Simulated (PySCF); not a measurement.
Input of an EPR job (settings, then geometry in Å):

```
{"job": {"kind": "epr", "basis": "pcH-1"}, "charge": 0, "multiplicity": 2}
C     -2.359649    -0.334318     0.381262
C     -1.275455     0.609152     0.757905
C      0.051785     0.413824     0.513458
C      0.722788    -0.653247    -0.119909
C      2.098234    -0.484237    -0.178307
C      2.533878     0.685849     0.390422
S      1.240675     1.625292     1.023323
H     -1.987356    -1.155281    -0.223349
H     -3.137080     0.189976    -0.175845
H     -2.827719    -0.746139     1.278085
H     -1.577394     1.508199     1.274932
H      0.208694    -1.510445    -0.512803
H      2.769329    -1.197558    -0.625120
H      3.538590     1.048460     0.473804
```

Method used: UKS B3LYP, pcH-1 on C H S, non-relativistic, mean-field spin-orbit, GIAO (PySCF 2.14.0). The structure is a single GFN2-xTB conformer in the gas phase; no vibrational or solvent corrections. The geometry wasn't refined by DFT: couplings that depend on bond lengths, twists or pyramidal angles can differ widely from those at the functional's own minimum.

Output of the driver script. The program numbers atoms from 0.

```
UKS, coarse grid
  cycle   1  E = -630.96653493  |g| = 3.18e-01
  cycle   2  E = -630.93657016  |g| = 3.87e-01
  cycle   3  E = -631.01347593  |g| = 8.00e-02
  cycle   4  E = -631.01669575  |g| = 4.30e-02
  cycle   5  E = -631.01768966  |g| = 1.25e-02
  cycle   6  E = -631.01779808  |g| = 6.76e-03
  cycle   7  E = -631.01784250  |g| = 3.55e-03
  cycle   8  E = -631.01785557  |g| = 2.14e-03
  cycle   9  E = -631.01785849  |g| = 4.67e-04
UKS, final grid
  cycle   1  E = -631.01785022  |g| = 6.59e-04
  cycle   2  E = -631.01784986  |g| = 1.09e-03
  cycle   3  E = -631.01785045  |g| = 1.19e-04
  cycle   4  E = -631.01785045  |g| = 4.03e-05
  cycle   5  E = -631.01785046  |g| = 3.13e-05
  cycle   6  E = -631.01785046  |g| = 1.02e-05
E = -631.01785046 Eh   <S^2> = 0.7782 (exact 0.7500)
g shifts (ppm)      1          2          3
  rmc          -157       -157       -157
  gc             -4         34         33
  oz_so           8        494       3191
  total        -152        371       3067
hyperfine (MHz)  atom isotope    a_iso     a_fc   dipolar eigenvalues
    0   13C     -20.08     -20.08     -1.35      0.62      0.73
    1   13C      52.57      52.66    -49.72    -48.39     98.10
    2   13C     -42.98     -42.96    -24.09      9.32     14.78
    3   13C      33.32      33.36    -28.84    -28.47     57.31
    4   13C     -26.59     -26.61    -16.53      7.33      9.20
    5   13C      32.15      31.99    -29.33    -28.16     57.49
    6   33S       3.24       3.38    -10.95     -7.34     18.30
    7    1H       2.73       2.73     -2.73     -1.69      4.41
    8    1H      53.38      53.38     -3.18     -2.44      5.63
    9    1H      69.31      69.31     -3.30     -2.27      5.56
   10    1H     -38.64     -38.64    -22.53     -0.91     23.45
   11    1H     -23.85     -23.85    -12.47     -1.14     13.61
   12    1H       6.45       6.45     -2.89     -0.39      3.29
   13    1H     -23.68     -23.73    -14.12     -0.66     14.78
```

|g| in the SCF lines is the orbital gradient. In the g block, columns 1 to 3 are the principal axes in rising order; rmc is the relativistic mass correction, gc the gauge correction and oz_so the orbital-Zeeman/spin–orbit term. a_fc is the Fermi-contact part of a_iso, the rest being spin–orbit.

(1) What does the output say about convergence, stability and spin contamination?

(2) What are the principal g values and g_iso?

(3) Which couplings shape the isotropic spectrum at natural abundance (0.05 mT or more)? Keep the log's numbering.

(4) How large is the spin–orbit part of a_iso for atom 1 (13C)?

## Answers

(1) The SCF converged after 15 cycles in all, 9 of them on the coarse grid; no stability test was run. ⟨S²⟩ = 0.7782 against the exact 0.7500, 3.8 % above the value of a pure doublet state.

(2) Adding the total shifts to 2.002319 gives 2.00217, 2.00269, 2.00539; their mean shift is 1095 ppm, so g_iso = 2.00341.

(3) atoms 7, 8, 9 (1H, I = 1/2): mean 41.8 MHz = 1.49 mT in magnitude, a 1:3:3:1 quartet; atom 10 (1H, I = 1/2): -38.6 MHz = 1.38 mT in magnitude, a 1:1 doublet; atom 11 (1H, I = 1/2): -23.8 MHz = 0.85 mT in magnitude, a 1:1 doublet; atom 13 (1H, I = 1/2): -23.7 MHz = 0.84 mT in magnitude, a 1:1 doublet; atom 12 (1H, I = 1/2): 6.5 MHz = 0.23 mT in magnitude, a 1:1 doublet. Together 64 lines to first order. Nuclei that the bonding pattern makes equivalent are averaged, as if the motion that swaps them (rotation, inversion, ring flip) were fast. The three 1H nuclei of mean +41.8 MHz run from 2.7 to 69.3 MHz in the frozen geometry.

(4) a_iso − a_fc = 52.57 − (52.66) ≈ -0.10 MHz.

The species is `C[CH]c1cccs1` [radical]. The run used 255 basis functions and 11 iterations of the response equations.

The values belong to the conformer `[CH3:1][CH:2][c:3]1[cH:4][cH:5][cH:6][s:7]1`: C1–C2–C3–C4 0°.
Labels such as C1 count atoms from 1, the log's own numbers from 0.
